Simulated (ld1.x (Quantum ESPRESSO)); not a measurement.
How hard is this promethium TM semilocal potential?

```json
{"Element": "Pm (Z = 61)", "Generator": "ld1.x (Quantum ESPRESSO) 7.5", "Type": "norm-conserving Troullier–Martins (semilocal form)", "Functional": "PBEsol", "Relativity": "scalar-relativistic", "Frozen core": "[Kr] 4d10", "Valence charge": "15", "Reference configuration": "4f5 5s2 5p6 5d0 6s0 6p0 (charge +2)", "Partial waves": "5p (bound): rc 2.40 bohr; 5d (bound, empty): rc 2.50 bohr; 4f (bound): rc 1.10 bohr; 5s (bound): rc 2.55 bohr", "Local potential": "the s channel", "Core correction": "none"}
```

The pseudo-atom Hamiltonian at the reference potential is diagonalised in spherical Bessel functions j_l(qr) that vanish at 20 bohr, with q² up to the cutoff. All-electron valence levels (Ry): 5p -2.6305, 6p -0.7034, 5d -0.9955, 4f -1.1184, 5s -4.0485, 6s -0.9866.

How do the lowest levels (Ry) of each channel move with the cutoff, and are there ghosts?

```csv
cutoff (Ry),p #1,p #2,d #1,f #1,f #2,s #1,s #2,Σ f·Δε (mRy)
8,-2.5989,-0.6995,-0.9589,-0.3440,-0.2136,-4.0328,-1.1691,4107.9
18,-2.6287,-0.7151,-0.9954,-0.3465,-0.2208,-4.0479,-1.1796,3886.4
35,-2.6305,-0.7154,-0.9955,-0.3484,-0.2263,-4.0485,-1.1808,3865.1
55,-2.6305,-0.7154,-0.9955,-0.3502,-0.2315,-4.0485,-1.1809,3855.7
90,-2.6305,-0.7154,-0.9955,-0.3611,-0.2586,-4.0485,-1.1809,3801.5
140,-2.6305,-0.7154,-0.9955,-0.7476,-0.3339,-4.0485,-1.1809,1868.6
230,-2.6305,-0.7154,-0.9955,-1.1145,-0.3382,-4.0485,-1.1809,34.2
400,-2.6305,-0.7154,-0.9955,-1.1214,-0.3382,-4.0485,-1.1809,0.0
```

Result: no extra level below or beside the all-electron valence levels (p, d, f, s tested); the semilocal form is local in each channel, so this says nothing of the separable form that plane-wave codes build from it; 10 mRy is reached at 260 Ry and 1 mRy at 300 Ry.

2 of 7 tests not solved or not reliable.
